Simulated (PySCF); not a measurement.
**Electronic absorption of [CuI2]-**

Species: [CuI2]- (charge -1 and singlet state).
Structure used (PBE0-D3(BJ)/def2-SVP), in Å, numbered top down from 1:
```xyz
3
CuI2 angstrom
Cu    -0.0050   -0.0324   -0.0066
I     -0.0036   -0.0535    2.4527
I     -0.0078   -0.0113   -2.4660
```

Method used: TDDFT CAM-B3LYP/def2-SVPD, vertical, gas phase, core orbitals frozen in the response, def2 core potentials past Kr (PySCF). Spin–orbit coupling is left out.

Question: What does the calculation give for the low-lying excited states?

Answer: 

```
state  E (eV)  E (hartree)       f  |μ| (D)  symmetry              main configurations (H = HOMO, L = LUMO)
   S1    4.50       0.1653  0.0000     0.00         –                      H-1/H→L (≥71%), H-1/H→L+4 (≥14%)
   S2    4.50       0.1653  0.0000     0.00         –                      H-1/H→L (≥71%), H-1/H→L+4 (≥14%)
   S3    5.11       0.1878   0.134     2.63        Πu                         H-1/H→L+1 (≥52%), H-3→L (44%)
   S4    5.11       0.1878   0.134     2.63        Πu                         H-1/H→L+1 (≥52%), H-4→L (44%)
   S5    5.24       0.1926  0.0000     0.00         –                            H-2→L (73%), H-2→L+4 (16%)
   S6    5.25       0.1928  0.0000     0.00         –             H-6→L (57%), H-6→L+4 (31%), H-6→L+9 (10%)
   S7    5.25       0.1928  0.0000     0.00         –             H-7→L (57%), H-7→L+4 (31%), H-7→L+9 (10%)
   S8    5.55       0.2039  0.0000     0.00         –  H-1/H→L+5 (≥30%), H-1/H→L+6 (≥30%), H-1/H→L+3 (≥14%)
   S9    5.55       0.2039  0.0000     0.00         –  H-1/H→L+6 (≥31%), H-1/H→L+5 (≥30%), H-1/H→L+2 (≥14%)
  S10    5.55       0.2041  0.0000     0.00         –  H-1/H→L+5 (≥30%), H-1/H→L+6 (≥30%), H-1/H→L+3 (≥15%)
  S11    5.64       0.2071  0.0000     0.00         –          H-3→L+1 (32%), H-1/H→L+4 (≥23%), H-8→L (21%)
  S12    5.64       0.2071  0.0000     0.00         –          H-4→L+1 (32%), H-1/H→L+4 (≥23%), H-9→L (21%)
  S13    5.70       0.2096   0.024     1.05       Σu+       H-5→L (39%), H-1/H→L+6 (≥15%), H-1/H→L+5 (≥15%)
```

Triplets, Tamm–Dancoff:

```json
{"state": "T1", "E (eV)": "4.34", "λ (nm)": "285.7", "main configurations (H = HOMO, L = LUMO)": "H-1/H→L (≥66%), H-1/H→L+4 (≥16%)"}
{"state": "T2", "E (eV)": "4.34", "λ (nm)": "285.7", "main configurations (H = HOMO, L = LUMO)": "H-1/H→L (≥66%), H-1/H→L+4 (≥16%)"}
{"state": "T3", "E (eV)": "4.52", "λ (nm)": "274.5", "main configurations (H = HOMO, L = LUMO)": "H-2→L (54%), H-2→L+4 (28%), H-2→L+9 (11%)"}
```

The lowest singlet level (S1/S2) comes at 276 nm (434 kJ/mol) in the ultraviolet; it is dark (f under 0.0005). The most intense listed level is S3/S4 at 5.11 eV (243 nm, f = 0.269 summed), 0.61 eV above S1. S1/S2, S3/S4, S5/S6/S7, S8/S9/S10 and S11/S12 lie within about 0.01 eV of each other in each set; the point group D∞h has degenerate representations, and within a degenerate level the listed configurations can mix freely. For S1 the Löwdin share of copper is 24% in HOMO and 56% in LUMO; for S3 the Löwdin share of copper is 24% in HOMO and 12% in LUMO+1. Weighted by f, the mean energy of these states is 5.16 eV. Orbital energies (eV): HOMO-3 -4.43, HOMO-2 -4.40, HOMO-1 -3.74, HOMO -3.74, LUMO 3.42, LUMO+1 3.64, LUMO+2 4.54. The listed states span 1.21 eV, and the widest gap between neighbours is 0.61 eV (S2 to S3). No detachment energy is given for this anion; states above it aren't bound, and a finite basis only mimics them. Symmetry labels in D∞h follow from the direction of the transition dipole and are given only for states with f of 0.002 or more. Orbitals of the list HOMO-3 to LUMO+2 that lie within 0.01 eV of each other are written together with a slash and their weights summed (≥ marks a lower bound); for degenerate orbitals outside that list single weights are arbitrary. Singlets were solved by full linear response, triplets in the Tamm–Dancoff approximation. The highest level found (5.92 eV, f 0.0000 so far) is left out, since the window may have cut off a degenerate partner.
